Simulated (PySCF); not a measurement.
C2H7AlOS, SMILES C[O][Al]([SH])[CH3]. Atoms are numbered in the order given.

```xyz
12

Al    -0.4282     0.1543     0.2148
C     -1.9999     0.8178     1.1594
H     -2.9266     0.5371     0.6328
H     -1.9809     1.9177     1.2513
H     -2.0552     0.4112     2.1842
O     -0.6136    -0.7425    -1.2160
C      0.1560    -1.3926    -2.1890
H     -0.1136    -2.4625    -2.2347
H     -0.0381    -0.9534    -3.1835
H      1.2419    -1.3222    -1.9907
S      1.6350     0.5030     0.9037
H      1.2519     1.2068     1.9942
```

The structure is a stationary point at TPSSh-D3(BJ)/def2-SVP. The structure was generated by enumeration; whether it is a known compound was not checked. Other conformers were not sampled.

Method: PBE/def2-TZVP (PySCF).

Gas-phase values at a fixed geometry.

Computed frontier levels, gap, dipole moment and polarisability:
| Quantity | Value |
|---|---|
| highest occupied level | -6.21 eV |
| lowest empty level | -0.89 eV |
| orbital gap | 5.32 eV |
| dipole moment | 0.90 D |
| quadrupole, principal values (traceless, Buckingham form, about the centre of nuclear charge) | -7.49, 0.64, 6.85 D·Å |
| mean static polarisability | 76.0 bohr³ (11.27 Å³) |
| polarisability, principal values | 60.3, 83.1, 84.6 bohr³ |
